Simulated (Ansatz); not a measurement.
`O[SiH2]OCS` + H₂S → `SCO[SiH2]S` + H₂O  (ligand exchange at the Si–O bond)

Isolated molecules relaxed with PBE0-D4/def2-TZVP in Ansatz; ΔE leaves out vibrations. CBS: MP2 limit from def2 TZ/QZ plus the TZ coupled-cluster correction, frozen cores. This one scheme is used for every species. Functionals use def2-TZVPP. B3LYP here is the variant with VWN-RPA as its local correlation; programs differ in this. Each species was taken in one conformer, which may not be the lowest.

`O[SiH2]OCS`:

```xyz
11

O     1.070   -0.366   -1.834
Si    1.096   -0.903   -0.289
O     0.598    0.228    0.812
C    -0.740    0.469    1.096
S    -1.753    0.964   -0.335
H     0.205   -0.089   -2.150
H     2.507   -1.189    0.027
H     0.209   -2.086   -0.118
H    -1.246   -0.426    1.478
H    -0.797    1.252    1.852
H    -1.150    2.147   -0.538
```

H₂S:

```xyz
3

S    -0.356   -0.300    0.409
H    -0.555    0.159   -0.836
H     0.911    0.141    0.427
```

`SCO[SiH2]S`:

Cartesian coordinates in Å:
```
S 0.895 -2.159 -0.543
C 0.573 -1.065 0.859
O 0.843 0.288 0.611
Si -0.289 1.398 0.187
S -1.393 0.886 -1.567
H -0.209 -1.833 -1.235
H 1.248 -1.408 1.645
H -0.457 -1.216 1.197
H -1.350 1.503 1.220
H 0.467 2.654 0.013
H -0.329 0.950 -2.386
```

H₂O:

Z-matrix (Å, degrees):
```
O
H 1 0.960
H 1 0.960 2 105.1
```

```
             level  ΔE (kJ/mol)  difference from CCSD(T)/CBS
            PBE-D4         36.5                         -7.9
         r2SCAN-D4         47.4                          3.0
           PBE0-D4         38.9                         -5.5
          B3LYP-D4         48.2                          3.8
           ωB97X-V         49.1                          4.7
           ωB97M-V         49.5                          5.1
            B2PLYP         52.6                          8.2
               PBE         40.2                         -4.2
            r2SCAN         48.4                          4.0
              PBE0         42.3                         -2.1
             B3LYP         54.1                          9.7
     HF/def2-TZVPP         64.2                         19.8
    MP2/def2-TZVPP         46.3                          1.9
SCS-MP2/def2-TZVPP         51.6                          7.2
   CCSD/def2-TZVPP         52.5                          8.1
CCSD(T)/def2-TZVPP         49.9                          5.5
     HF/def2-QZVPP         64.7                         20.3
    MP2/def2-QZVPP         43.4                         -1.0
SCS-MP2/def2-QZVPP         48.7                          4.3
      HF/CBS(def2)         64.8                         20.4
     MP2/CBS(def2)         40.9                         -3.5
    CCSD/CBS(def2)         47.1                          2.7
       CCSD(T)/CBS         44.4                            0
```

Largest T1 diagnostic among the species: 0.012.

The D4 term adds −5.9 kJ/mol with B3LYP and −3.5 kJ/mol with PBE0; it sums over pairs of atoms, weighted by their polarisabilities, and B3LYP, whose exchange is more repulsive, gets the larger term. In def2-TZVPP, CCSD(T) changes the Hartree–Fock value by −14.3 kJ/mol (the triples alone add −2.6 kJ/mol) and MP2 by −17.9 kJ/mol.
